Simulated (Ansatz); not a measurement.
Stepwise reaction of `[NH2][In]([NH2])[Cl]` with hydrogen chloride, as a gas-phase model of exchange steps in deposition or etching. ΔE in kJ/mol; ΔG adds harmonic PBE0-D4 terms to CCSD(T)/CBS, at 1 bar.

Program: Ansatz. Geometries: PBE0-D4/def2-TZVP. ΔE: electronic, gas phase. CCSD(T)/CBS adds triple-zeta CCSD(T) − MP2 to the extrapolated MP2 energy (def2 sets, frozen cores). This one scheme is used for every species. DFT in def2-TZVPP. B3LYP here is the variant with VWN-RPA as its local correlation; programs differ in this. Elements past krypton have def2 core potentials. For In outer-core shells are correlated without core-valence functions, which leaves a few kJ/mol of doubt a bond. Each species was taken in one conformer, which may not be the lowest.

```json
{"step": "2", "reaction": "`[NH2][In]([Cl])[Cl]` + HCl → `[Cl][In]([Cl])[Cl]` + NH₃", "PBE-D4": "-92.2", "B3LYP-D4": "-96.2", "ωB97M-V": "-95.8", "CCSD(T)/CBS": "-91.5", "ΔG(600 K)": "-74.8"}
```

Task: Give the row of step 1, `[NH2][In]([NH2])[Cl]` + HCl → `[NH2][In]([Cl])[Cl]` + NH₃. (Best estimate.)

Result: Computed: 
```json
{"step": "1", "reaction": "`[NH2][In]([NH2])[Cl]` + HCl → `[NH2][In]([Cl])[Cl]` + NH₃", "PBE-D4": "-104.8", "B3LYP-D4": "-108.7", "ωB97M-V": "-107.8", "CCSD(T)/CBS": "-103.0", "ΔG(600 K)": "-98.2"}
```

Task: By hand: ΔE of the 2 steps together at CCSD(T)/CBS.

Result: (-103.0) + (-91.5) = -194.5 kJ/mol, or -97.2 kJ/mol a step.

In ΔE each step is higher than the one before. All are downhill at CCSD(T)/CBS. ΔG lies between -98.2 and -74.8 kJ/mol a step. PBE-D4 differs from CCSD(T)/CBS by -1.8 to -0.7 kJ/mol a step. Isolated molecules leave out the surface, adducts and barriers. Largest T1 diagnostic: 0.014.
